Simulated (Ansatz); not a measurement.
A nudged elastic band was laid between two geometries of CH₉NOSi₂ (14 atoms, charge 0, multiplicity 1).

The calculation used RKS PBE-D4/def2-SVP in Ansatz 0.2.0.

```yaml
movable_images: 1
climbing_image: yes
spring: 5.0 eV/Å²
optimiser: quadratic models (default)
start_path: IDPP
force_threshold: 0.05 eV/Å
iteration_limit: 60
end_points: relaxed
```

Initial state:

```xyz
14
Properties=species:S:1:pos:R:3
N -1.261 2.323 0.942
C -0.285 1.317 0.703
O -0.295 0.846 -0.661
Si 0.724 -0.371 -1.233
Si 0.452 -2.383 -0.022
H -1.103 3.133 0.330
H -2.203 1.969 0.733
H -0.474 0.459 1.391
H 0.724 1.727 0.942
H 2.178 0.046 -1.162
H 0.350 -0.577 -2.672
H 1.302 -3.470 -0.630
H 0.863 -2.219 1.419
H -0.987 -2.828 -0.051
```

Final state:

```xyz
14
Properties=species:S:1:pos:R:3
N -1.769 2.112 0.599
C -1.236 0.874 0.142
O 0.082 1.013 -0.427
Si 0.951 -0.277 -1.082
Si 1.326 -1.985 0.509
H -1.154 2.527 1.310
H -1.828 2.785 -0.176
H -1.924 0.444 -0.623
H -1.194 0.160 0.999
H 2.259 0.300 -1.541
H 0.233 -0.872 -2.275
H 2.211 -3.054 -0.078
H 1.999 -1.426 1.736
H 0.032 -2.630 0.937
```

(1) Which bonds break or form, and what moves?

(2) What energy profile does the band end with?

(3) What is the geometry of the highest image?

Answers

(1) No bond is made or broken. The dihedral C2–O3–Si4–Si5 goes from 58 to -59°.

(2) The run converged. The highest image is number 1 of 0 to 2, 1.2 kcal/mol above the ends, which have the same energy within 2 meV. Another band between the same ends (7 images) ends at a top of the same energy, where a vibrational analysis finds 1 clearly imaginary mode. So few images can step over the top or miss a turn of the path.

| image | path coordinate (Å) | energy (kcal/mol) | dihedral C2–O3–Si4–Si5 (°) |
| --- | --- | --- | --- |
| 0 | 0.00 | 0.0 | 58 |
| 1 | 2.39 | 1.2 | -1 |
| 2 | 4.77 | 0.0 | -59 |

(3) 
```xyz
14
Properties=species:S:1:pos:R:3:forces:R:3
N -1.546 2.200 0.778 0.00 -0.01 0.01
C -0.803 1.003 0.585 -0.02 0.01 0.02
O -0.146 0.960 -0.700 0.01 -0.02 0.01
Si 0.794 -0.311 -1.288 0.01 0.00 -0.02
Si 0.977 -2.098 0.247 0.00 0.00 0.01
H -0.932 3.021 0.708 0.01 0.01 0.00
H -2.265 2.300 0.051 -0.01 0.00 -0.01
H -1.493 0.132 0.678 0.00 0.00 -0.01
H -0.040 0.919 1.393 0.00 0.01 -0.01
H 2.177 0.195 -1.609 0.00 0.00 0.00
H 0.191 -0.833 -2.568 0.00 0.00 0.00
H 1.839 -3.179 -0.352 0.00 0.00 0.00
H 1.607 -1.649 1.540 0.00 0.00 0.00
H -0.372 -2.690 0.566 0.00 0.00 0.00
```

The run took 11 s on 2 threads of Intel(R) Xeon(R) 6975P-C (Granite Rapids) (shared host), peak memory 0.18 GiB.
